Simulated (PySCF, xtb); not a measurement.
SiCl2, SMILES Cl[Si]Cl (connectivity only; charge and spin as stated), neutral, multiplicity 1.

Harmonic wavenumbers (cm⁻¹) from xtb 6.7.1 with GFN2-xTB at its own minimum, in rising order: 179, 423, 446.

Q: What does PBE0-D3(BJ)/def2-TZVP (PySCF) give at its own minimum? (The exact figures need the calculation; the answer reports its results.)

A: 198, 515, 520. Paired by order, the mean absolute difference is 61 cm⁻¹ and the zero-point energies are 1.5 and 1.8 kcal/mol.
